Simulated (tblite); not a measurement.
C5H11AlS.
Atom-mapped SMILES: `[CH2:1]=[C:2]([CH3:3])[AlH:4][S:5][CH2:6][CH3:7]` (hydrogens: H8, H9 on C1; H10, H11, H12 on C3; H13 on Al4; H14, H15 on C6; H16, H17, H18 on C7)

Computed with GFN2-xTB (tblite), gas phase: L-BFGS steps from a force-field or distance-geometry start until the largest atomic force falls under 0.01 eV/Å.

Step 151: E = -560.7855 eV
```
atom  x, y, z in Å  |  force x, y, z in eV/Å
C1      2.2167    1.2889    0.8365    0.015   0.011   0.010
C2      2.0533    0.0766    0.3011   -0.028  -0.027  -0.008
C3      3.2230   -0.7770   -0.1022   -0.009   0.002  -0.006
Al4     0.1502   -0.4294    0.1010   -0.016  -0.036   0.014
S5     -1.4694    0.8648    0.8502    0.003   0.010  -0.008
C6     -2.8137   -0.0972    0.0339   -0.018   0.001   0.002
C7     -2.9304    0.2497   -1.4365   -0.034   0.006  -0.010
H8      3.1854    1.7392    1.0118    0.008   0.030   0.013
H9      1.3554    1.8801    1.1317    0.010   0.007   0.001
H10     3.0281   -1.2594   -1.0598    0.009   0.004  -0.009
H11     3.3723   -1.5676    0.6340   -0.001   0.008  -0.001
H12     4.1378   -0.1892   -0.1743    0.020  -0.019  -0.002
H13    -0.3228   -1.7651   -0.5303    0.007   0.020   0.002
H14    -3.7221    0.1558    0.5780   -0.005   0.012  -0.005
H15    -2.6088   -1.1646    0.1623    0.015  -0.022  -0.003
H16    -3.7678   -0.2856   -1.8836    0.019   0.015   0.012
H17    -2.0116   -0.0326   -1.9584    0.005  -0.002  -0.003
H18    -3.0843    1.3190   -1.5664    0.001  -0.019   0.001
```

Step 152: E = -560.7857 eV
```
atom  x, y, z in Å  |  force x, y, z in eV/Å
C1      2.2238    1.2863    0.8468    0.008  -0.031   0.000
C2      2.0582    0.0765    0.3042   -0.020   0.020   0.001
C3      3.2255   -0.7791   -0.1007    0.010  -0.001  -0.001
Al4     0.1538   -0.4185    0.0909   -0.024  -0.014   0.023
S5     -1.4647    0.8852    0.8283   -0.019  -0.026  -0.018
C6     -2.8106   -0.0956    0.0327    0.012  -0.023  -0.002
C7     -2.9442    0.2439   -1.4383   -0.003  -0.013  -0.010
H8      3.1925    1.7339    1.0297    0.004   0.021   0.006
H9      1.3624    1.8768    1.1427    0.008   0.011   0.000
H10     3.0282   -1.2654   -1.0560    0.004   0.007  -0.005
H11     3.3771   -1.5664    0.6385   -0.006  -0.004   0.002
H12     4.1415   -0.1938   -0.1765    0.016  -0.011  -0.007
H13    -0.3230   -1.7484   -0.5458    0.007   0.003  -0.005
H14    -3.7164    0.1545    0.5817   -0.005   0.009   0.015
H15    -2.5959   -1.1632    0.1661    0.004   0.055  -0.016
H16    -3.7823   -0.2975   -1.8751    0.009  -0.003   0.006
H17    -2.0280   -0.0338   -1.9680   -0.008  -0.004   0.000
H18    -3.1066    1.3109   -1.5722    0.002   0.001   0.010
```

Task: Estimate the geometry and energy of step 153. (The exact step hangs on the optimiser's Hessian estimate; all steps are aligned on step 152, rigid shifts and turns removed.)

Result: E = -560.7859 eV, largest force 0.023 eV/Å
```
atom  x, y, z in Å  |  force x, y, z in eV/Å
C1      2.2254    1.2860    0.8478    0.006  -0.020   0.002
C2      2.0599    0.0768    0.3039   -0.012   0.013  -0.001
C3      3.2281   -0.7796   -0.0982    0.001  -0.004  -0.002
Al4     0.1551   -0.4169    0.0853   -0.006  -0.013   0.017
S5     -1.4627    0.8855    0.8241   -0.018  -0.010  -0.010
C6     -2.8117   -0.0943    0.0337   -0.011   0.002  -0.008
C7     -2.9491    0.2422   -1.4381   -0.006  -0.005   0.004
H8      3.1939    1.7332    1.0335   -0.001   0.016   0.004
H9      1.3635    1.8771    1.1416    0.010   0.010   0.000
H10     3.0327   -1.2656   -1.0540    0.005   0.008  -0.004
H11     3.3763   -1.5670    0.6414   -0.005  -0.006   0.003
H12     4.1455   -0.1960   -0.1716    0.010  -0.007  -0.006
H13    -0.3206   -1.7427   -0.5601    0.005   0.000  -0.003
H14    -3.7154    0.1570    0.5871    0.010   0.004  -0.007
H15    -2.5968   -1.1606    0.1665    0.007   0.017  -0.005
H16    -3.7881   -0.3005   -1.8720    0.012   0.003   0.011
H17    -2.0338   -0.0374   -1.9682   -0.007  -0.003  -0.003
H18    -3.1110    1.3091   -1.5738    0.000  -0.007   0.008
```

The energy changes by -0.0002 eV. The first-order estimate −F·Δx gives -0.0003 eV and the mean of the old and new forces, exact on a quadratic surface, -0.0002 eV. The step makes an angle of 83° with the force vector and moves no atom by more than 0.016 Å.

The cost below is that of the whole relaxation. Hardware: Arm Neoverse N1, one thread, on a shared host. Cost: 2.2 s of wall time.
